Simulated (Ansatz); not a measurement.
A structure relaxed at PBE0-D4/def2-TZVP, charge 0, multiplicity 1:

Cartesian coordinates in Å:
```
O 1.7132 -0.4012 -0.2724
Si 0.2599 -0.0379 -0.9319
S -0.7673 1.5267 0.1187
S -0.8160 0.5267 1.9281
H 1.6990 -0.7204 0.6328
H -0.6365 -1.2211 -0.9304
H 0.5194 0.4694 -2.2979
H -1.9717 -0.1421 1.7530
```

Problem. Give its formula and SMILES.

Solution. H4OS2Si, `O[SiH2]SS`.

Problem. Summarise the bond lengths by kind.

Solution. 1 × O–Si 1.637 Å; 1 × H–O 0.960 Å; 1 × S–Si 2.146 Å; 2 × H–Si 1.480 to 1.484 Å; 1 × S–S 2.068 Å; 1 × H–S 1.347 Å.

Results of the Gaussian-basis code of Ansatz.
